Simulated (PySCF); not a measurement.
Te(Br)(Me) (CH3BrTe), SMILES [Te](Br)C.

Geometry optimised at PBE0-D3(BJ)/def2-SVP. The def2 effective core potentials stand for the cores of Te; spin–orbit coupling is left out.

These are PBE0/def2-TZVPD (PySCF) values and carry that method's errors.

Symmetry labels are those of the subgroup Cs that the program uses (full group Cs).

Computed valence orbital energies around the gap with their symmetry:
```csv
orbital,symmetry,energy (eV)
HOMO−7,A',-16.61
HOMO−6,A',-12.27
HOMO−5,A",-12.17
HOMO−4,A',-10.30
HOMO−3,A',-9.50
HOMO−2,A",-8.81
HOMO−1,A',-8.20
HOMO,A",-6.21
LUMO,A',-2.52
LUMO+1,A',-0.66
LUMO+2,A',0.28
LUMO+3,A',0.63
```
